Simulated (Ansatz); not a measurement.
Geometry optimisation, RKS PBE0-D4/def2-SVP in Ansatz 0.2.0.

input.yaml

```yaml
crystal:
  periodic: [false, false, false]
  atoms:
    - { symbol: Ge, position_ang: [0.134839, 0.0, 0.21285] }
    - { symbol: H, position_ang: [0.483997, 0.0, 1.690495] }
    - { symbol: F, position_ang: [1.803738, 0.0, -0.044402] }
    - { symbol: F, position_ang: [-0.614587, 1.357453, -0.507121] }
    - { symbol: F, position_ang: [-0.614587, -1.357453, -0.507121] }
basis:
  gaussian: { orbitals: def2-SVP }
hamiltonian:
  xc: pbe0
  dispersion: d4
relax:
  f_tol: 0.03
  max_steps: 50
```

Launched with:

```bash
$ ansatz run input.yaml --threads 1 --pin off --max-ram 2048MiB --backend cpu --events-out ev --progress --plain --runs-dir out
```

Where does it end, and by what steps?

It converged. After 4 steps the energy has fallen by 0.470 eV; H2 moved furthest, 0.31 Å.

```
step  energy less start (eV)  largest force component (eV/Å)  accepted
   0                  0.0000                           1.467       yes
   1                 -0.3944                           0.509       yes
   2                 -0.4553                           0.384       yes
   3                 -0.4694                           0.115       yes
   4                 -0.4696                           0.016       yes
```

```xyz
5
Properties=species:S:1:pos:R:3
Ge 0.235 0.000 0.257
H 0.180 0.000 1.772
F 1.842 0.000 -0.337
F -0.532 1.372 -0.424
F -0.532 -1.372 -0.424
```

Whether the end is a true minimum wasn't checked by a vibrational analysis.

Run time: 17 s on 1 thread of Arm Neoverse V1, with other jobs on the host, peak memory 0.16 GiB.
